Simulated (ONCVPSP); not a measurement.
Before and after: ONCV potential for lead (Pb)

ONCVPSP 4.0.1 input, shortened (lines: element, Z, core and valence counts, functional; n l f; lmax; l rc ep ncon nbas qcut; lloc lpopt rc5 dvloc0; l nproj debl; icmod fcfact rcfact), PBE, fully relativistic:

```
  Pb 82.00   10    5        4      upf
    1    0    2.00
    2    0    2.00
    2    1    6.00
    3    0    2.00
    3    1    6.00
    3    2   10.00
    4    0    2.00
    4    1    6.00
    4    2   10.00
    4    3   14.00
    5    0    2.00
    5    1    6.00
    5    2   10.00
    6    0    2.00
    6    1    2.00
    2
    0    1.50    0.00    4    7    9.80
    1    1.70    0.00    3    7    7.80
    2    1.95    0.00    3    8    7.40
    4    5    1.30    0.00
    0    2    3.90
    1    3    3.50
    2    2    2.90
    0    0.00    0.00
```

Open shells are filled in proportion to 2j + 1.

Change: d: nbas 7.

Cutoffs: the cutoffs (Ha) at which the residual kinetic energy of the hardest occupied pseudo-wave falls to 1 and 0.1 mHa per electron; they do not see the model core or the augmentation charge, which bear on the density cutoff. Errors are all-electron minus pseudo energies relative to the spin-unpolarised reference configuration.

Q: How do hardness, ghosts and transferability respond?

A: The potential gets neither clearly harder nor softer (31 Ha and 37 Ha → 31 Ha and 37 Ha); the errors of the 4 common tests hardly move; neither file shows a bound ghost.

| quantity | base | changed |
| --- | --- | --- |
| cutoff, loose | 31 Ha | 31 Ha |
| cutoff, tight | 37 Ha | 37 Ha |
| loose cutoff by channel | s 31 Ha, p 21 Ha, d 21 Ha | s 31 Ha, p 21 Ha, d 21 Ha |
| bound ghosts | none | none |
| GHOST(+) flags under 300 eV | none | none |
| error for 5s2 5p6 5d10 6s2 6p1, meV [ΔE 6.70 eV] | +0.2 | +0.3 |
| error for 5s2 5p6 5d10 6s2 6p0, meV [ΔE 20.30 eV] | 0.0 | +0.1 |
| error for 5s2 5p6 5d10 6s1 6p0, meV [ΔE 52.71 eV] | -4.8 | -4.7 |
| error for 5s2 5p6 5d10 6s1 6p2, meV [ΔE 16.05 eV] | -0.6 | -0.6 |
| s: phases at 1.53 bohr within 0.05 rad from the reference energy up to (Ha; the scan ends near 5) | to the end of the scan | to the end of the scan |
| p3/2: phases at 1.72 bohr within 0.05 rad from the reference energy up to (Ha; the scan ends near 5) | to the end of the scan | to the end of the scan |
| p1/2: phases at 1.72 bohr within 0.05 rad from the reference energy up to (Ha; the scan ends near 5) | to the end of the scan | to the end of the scan |
| d5/2: phases at 1.97 bohr within 0.05 rad from the reference energy up to (Ha; the scan ends near 5) | to the end of the scan | to the end of the scan |
| d3/2: phases at 1.97 bohr within 0.05 rad from the reference energy up to (Ha; the scan ends near 5) | to the end of the scan | to the end of the scan |
